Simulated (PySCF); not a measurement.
# Adding and removing an electron: KF

MN15; PySCF, spin-free X2C with a Gaussian nucleus, basis sets K x2c-SVPall, F x2c-SVPall. Neutral (UKS): singlet (closed shell), Re = 2.130 Å, ωe = 497 cm⁻¹, De = 4.56 eV, HOMO -6.44 eV, LUMO 0.04 eV.

KF⁺ (UKS): doublet (π ↑), Re = 2.880 Å, ωe = 111 cm⁻¹, De = 0.20 eV to K⁺ + F. The energies at the minima are -702.09144 hartree for KF and -701.77637 for KF⁺.

(1) Work out the adiabatic ionisation energy, without and with harmonic zero-point energies (1 hartree = 27.2114 eV, 1 eV = 8065.5 cm⁻¹), and the change of the bond length.

Weak bonds: KF⁺. Basis-set superposition, not corrected here, can be much of De in a small basis, most of all at correlated wavefunction levels. For an ion De counts to the pair picked by the measured ionisation energies or electron affinities, which need not be the lowest pair at this level. States were picked by a PBE0 search and need not be the measured ground states.

Results:

(1) At MN15: 0.31507 hartree = 8.573 eV between the minima; the zero-point term (111.0 − 497.0)/2 cm⁻¹ = -0.024 eV makes it 8.550 eV. Re changes by +75.0 pm against the neutral. Minus the HOMO energy is 6.44 eV, -2.13 eV from the value between the minima; self-interaction puts the Kohn–Sham level too high, less so with exact exchange. The electron leaves a π orbital, and the ion is left as a loose complex of an ion and an atom.
